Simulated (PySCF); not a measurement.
Highest occupied level (eV) of eight silicon and germanium compounds: PBE beside B3LYP, computed with PySCF for isolated molecules in the bases named; differences from unrounded values. The eight are the first of their class met in an unordered collection, after screening for sound electronic states; none was chosen by its value. Each molecule has one DFT geometry for both levels.

```json
[
 {"molecule": "CH₅FO₂Si₂, SMILES O=CO[Si@@H](F)[SiH3]", "basis": "def2-TZVP", "B3LYP": "-8.29", "PBE": "-7.05", "difference": "1.24"},
 {"molecule": "C2H9GeN, SMILES C[N](C)[GeH3]", "basis": "def2-TZVP", "B3LYP": "-5.96", "PBE": "…", "difference": "…"},
 {"molecule": "CH5ClFNSi, SMILES N[Si@@H](Cl)CF", "basis": "def2-TZVP", "B3LYP": "-7.80", "PBE": "…", "difference": "…"},
 {"molecule": "silyloxysilylmethanol (CH8O2Si2), SMILES O([SiH3])[SiH2]CO", "basis": "def2-TZVP", "B3LYP": "-7.30", "PBE": "-6.04", "difference": "1.27"},
 {"molecule": "C2H6ClFSi, SMILES Cl[Si@H](F)CC", "basis": "def2-TZVP", "B3LYP": "-8.51", "PBE": "-7.37", "difference": "1.14"},
 {"molecule": "Si(F)2(Me)(NH2) (CH5F2NSi), SMILES C[Si](N)(F)F", "basis": "def2-TZVP", "B3LYP": "-7.89", "PBE": "…", "difference": "…"},
 {"molecule": "C₄H₁₂Si₂, SMILES CC[SiH2]/C=C/[SiH3]", "basis": "def2-TZVP", "B3LYP": "-7.56", "PBE": "-6.66", "difference": "0.90"},
 {"molecule": "C2H6O3Si, SMILES O[Si]1(O)COC1", "basis": "def2-TZVP", "B3LYP": "-7.03", "PBE": "-5.72", "difference": "1.31"}
]
```

Fill in the missing entries. (The exact figures need the calculation; the answer reports its results.)


- CH5ClFNSi, SMILES N[Si@@H](Cl)CF, PBE: -6.61
- CH5ClFNSi, SMILES N[Si@@H](Cl)CF, difference: 1.19
- C2H9GeN, SMILES C[N](C)[GeH3], PBE: -4.85
- C2H9GeN, SMILES C[N](C)[GeH3], difference: 1.10
- Si(F)2(Me)(NH2) (CH5F2NSi), SMILES C[Si](N)(F)F, PBE: -6.60
- Si(F)2(Me)(NH2) (CH5F2NSi), SMILES C[Si](N)(F)F, difference: 1.29

PBE lies below B3LYP in 0 and above it in 8 of the eight; the mean signed difference is 1.18 and the largest 1.31 eV.
